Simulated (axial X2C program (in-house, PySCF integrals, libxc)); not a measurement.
## Spin–orbit effects down a group: molecules with F (ions), PBE0

Calculated with an in-house all-electron X2C program for linear molecules (integrals from PySCF), spin-free (one-electron X2C) or two-component (2c: spin–orbit coupling with atomic mean-field Coulomb and Gaunt terms, which also bring small scalar terms), in Dyall basis sets with cores contracted in-house; open shells are unrestricted.

Basis sets: Be dyall-av3z, Ca dyall-acv3z, F dyall-av3z, Mg dyall-av3z, Sr dyall-acv3z.

```
molecule  spin-free state  Re (Å)  ωe (cm⁻¹)  De (eV)  2c state  Re 2c (Å)  ωe 2c (cm⁻¹)  De 2c (eV)
    BeF⁻   M_S = 0, Λ = 0   1.404     1081.3     3.81     Ω = 0      1.404        1081.4        3.82
    MgF⁻                ?       ?          ?        ?         ?          ?             ?           ?
    CaF⁻   M_S = 0, Λ = 0   1.992      520.2     3.31     Ω = 0      1.992         520.2        3.31
    SrF⁻   M_S = 0, Λ = 0   2.119      444.3     3.21     Ω = 0      2.119         444.3        3.21
```

**Question.** Estimate the 2c Re and ωe of MgF⁻ as the mean of its neighbours in the table.

**Answer.** Re ≈ 1.698 Å, ωe ≈ 800.8 cm⁻¹. The PBE0 runs give the row below, so the estimate misses by -0.124 Å and 222.9 cm⁻¹.

```tsv
molecule	spin-free state	Re (Å)	ωe (cm⁻¹)	De (eV)	2c state	Re 2c (Å)	ωe 2c (cm⁻¹)	De 2c (eV)
MgF⁻	M_S = 0, Λ = 0	1.822	578.0	2.58	Ω = 0	1.822	577.9	2.58
```

Fragments in 2c: F- + Be, Mg + F-, Ca + F-, Sr + F-. Each entry is the lowest single determinant of a limited PBE0 search at one distance. De goes to single-determinant-based atoms at the same level (for ions the charge split of lowest energy) and is withheld (n/a) where an atom does not fit its ground term or J level. Main or longest-lived isotopes.
